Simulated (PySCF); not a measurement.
PySCF 2.14 output of a UHF calculation on a single atom or ion in x2c-TZVPPall with one added diffuse shell each of s, p, d, f type (12s8p8d5f2g, 129 functions), with scalar relativity by spin-free X2C-1e:

```
SCF conv_tol = 1e-09
number electrons alpha = 30  beta = 27
cycle= 1 E= -9232.49181372284  delta_E= -0.00715  |g|= 0.026  |ddm|= 0.0307
cycle= 2 E= -9232.49189653276  delta_E= -8.28e-05  |g|= 0.0038  |ddm|= 0.00453
cycle= 3 E= -9232.49190048  delta_E= -3.95e-06  |g|= 0.00132  |ddm|= 0.00391
cycle= 4 E= -9232.49190095437  delta_E= -4.74e-07  |g|= 0.000492  |ddm|= 0.000806
cycle= 5 E= -9232.4919011163  delta_E= -1.62e-07  |g|= 5.65e-05  |ddm|= 0.000804
cycle= 6 E= -9232.49190111918  delta_E= -2.88e-09  |g|= 1.77e-05  |ddm|= 9.53e-05
cycle= 7 E= -9232.49190111936  delta_E= -1.84e-10  |g|= 3.02e-06  |ddm|= 3.23e-05
converged SCF energy = -9232.49190111936  <S^2> = 3.7531061  2S+1 = 4.0015528
```

The run itself started from symmetry-adapted Hartree-Fock orbitals and held the occupation by maximum overlap, so the iterations belong to that start.

Which element, charge and spin multiplicity is this?

Pr²⁺ (praseodymium, charge +2), multiplicity 4; the state was [Xe] 4f3, one real determinant.

⟨L²⟩ = 34.03 against 42 for a pure I term, so this real determinant mixes terms. Spin-orbit coupling, absent here, splits the open shell strongly.
